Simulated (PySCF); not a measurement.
# SiSe at RHF

Level: RHF. Si cc-pV(D+d)Z, Se cc-pVDZ-PP with ECP10; scalar-relativistic core potentials (PySCF 2.14).

- state: ¹Σ⁺ (singlet), closed shell
- bond length: 2.045 Å
- harmonic wavenumber: 637 cm⁻¹
- force constant: 4.95 mdyn/Å
- rotational constant Be: 0.1946 cm⁻¹
- anharmonicity ωexe: 1.43 cm⁻¹
- vibration–rotation constant αe: 0.000652 cm⁻¹
- well depth De to Si + Se: 306 kJ/mol
- dissociation energy D0: 302 kJ/mol
- HOMO–LUMO gap: 10.63 eV
- bond order (Mayer): 2.34
- dipole moment (positive dipole means Si(−)Se(+)): -1.94 D

Where the molecule has an RHF reference, its open-shell atoms are computed with UHF. Hartree–Fock leaves out correlation, which carries a large part of most bond energies and some tenths to 1 eV of ionisation energies.
